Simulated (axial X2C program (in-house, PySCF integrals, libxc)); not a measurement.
## Potential curves of ZrSe, with spin–orbit coupling

Computed with an axial X2C code built on PySCF integrals. Two-component (2c) means X2C with spin–orbit coupling and atomic mean-field two-electron Coulomb and Gaunt terms. Basis: Zr dyall-cv3z [11s12p9d6f3g], Se dyall-cv3z [8s9p6d4f1g] (cores contracted in-house); Gaussian nuclei, density fitting, unrestricted open shells. Masses: Zr 89.905 u, Se 79.917 u.

State: Ω = 1 (⟨Sz⟩ = -1.00, ⟨Lz⟩ = 2.00 at PBE0). Energies in cm⁻¹ from the lowest point of each curve. Fits are polynomials in 1 − R0/R over 0.85 to 1.23 times the lowest point R0.

```tsv
R (Å)	PBE0
2.1103	4696
2.1799	1838
2.2494	379
2.3190	0
2.4002	590
2.4813	1987
2.5857	4576
```

The state is one determinant whose occupation by symmetry is held fixed; it was picked as the lowest of a PBE0 search that is not exhaustive. Density functionals use the spin component along the axis (collinear). Other states lie close and PBE0, whose exact exchange favours high spin, may order them wrongly; the determinant shown need not be the ground state. The nearest other 2c determinant of the search, Ω = 3, lies 0.08 eV up at the distance of the search. The functionals have no current-density term, which raises determinants with orbital currents, atoms included. With several unpaired electrons one determinant need not be a pure state.

Task: Fit the PBE0 curve near its minimum: give the equilibrium distance and the harmonic wavenumber.

Result: At PBE0, 2c: Re = 2.313 Å, ωe ≈ 373 cm⁻¹; Be follows as 0.0745 cm⁻¹.
